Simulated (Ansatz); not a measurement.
Consider the ligand exchange at the Si–C bond: `FC1([SiH3])C[SiH2]1` + CH₃OH → `CO[SiH3]` + `FC1C[SiH2]1`.

Isolated molecules relaxed with PBE0-D4/def2-TZVP in Ansatz; ΔE leaves out vibrations. CCSD(T)/CBS adds triple-zeta CCSD(T) − MP2 to the extrapolated MP2 energy (def2 sets, frozen cores). This one scheme is used for every species. Functionals use def2-TZVPP. B3LYP here is the variant with VWN-RPA as its local correlation; programs differ in this.

`FC1([SiH3])C[SiH2]1`:

Z-matrix (Å, degrees):
```
C
Si 1 1.870
C 1 1.533 2 118.9
F 1 1.389 2 112.7 3 -136.5
Si 1 1.877 2 120.5 3 76.2
H 2 1.488 1 111.4 3 72.4
H 2 1.484 1 110.3 3 -165.8
H 2 1.488 1 106.8 3 -46.6
H 3 1.086 1 117.9 2 -5.3
H 3 1.088 1 112.8 2 -139.6
H 5 1.475 1 117.6 2 147.4
H 5 1.477 1 119.4 2 -2.7
```

CH₃OH:

Cartesian coordinates in Å:
```
C 0.217 0.155 0.236
O -0.343 -0.116 -1.028
H 0.998 0.901 0.086
H 0.677 -0.733 0.688
H -0.517 0.566 0.940
H -1.033 -0.774 -0.921
```

`CO[SiH3]`:

```xyz
9

C    -0.766    0.767    0.824
O    -0.407   -0.536    0.428
Si    0.698   -0.824   -0.752
H     0.098    1.324    1.206
H    -1.508    0.690    1.620
H    -1.205    1.333   -0.006
H     0.808   -2.295   -0.876
H     2.020   -0.233   -0.399
H     0.262   -0.226   -2.046
```

`FC1C[SiH2]1`:

Cartesian coordinates in Å:
```
F -1.451 0.645 -1.289
C -0.644 0.654 -0.179
C -0.426 -0.690 0.500
Si 1.121 0.058 -0.211
H -0.913 1.474 0.484
H -0.804 -1.532 -0.074
H -0.649 -0.763 1.560
H 2.123 0.715 0.655
H 1.644 -0.562 -1.444
```

Task: Is it downhill or uphill in electronic energy at CCSD(T)/CBS, and by how much? (Estimate.)

Result: Ansatz gave: Downhill: ΔE = -0.90 eV.

Task: What do these levels give: B97M-V, BHLYP-D4, r2SCAN, B3LYP, LC-ωPBE, MP2/def2-TZVPP? (An estimate is asked.)

Result: Computed: B97M-V -0.95, BHLYP-D4 -1.00, r2SCAN -0.92, B3LYP -1.00, LC-ωPBE -0.92, MP2/def2-TZVPP -0.94 eV.

Largest T1 diagnostic among the species: 0.013.

From PBE to PBE0 (25 % exact exchange), in def2-TZVPP and without D4, ΔE moves by −0.05 eV. Leaving LDA and LC-ωPBE aside and taking each functional with its dispersion term where it has one, the values, not all of them listed here, spread over 0.22 eV, from BHLYP-D4 to revPBE-D4. In def2-TZVPP, CCSD(T) changes the Hartree–Fock value by +0.24 eV (the triples alone add +0.04 eV) and MP2 by +0.23 eV.
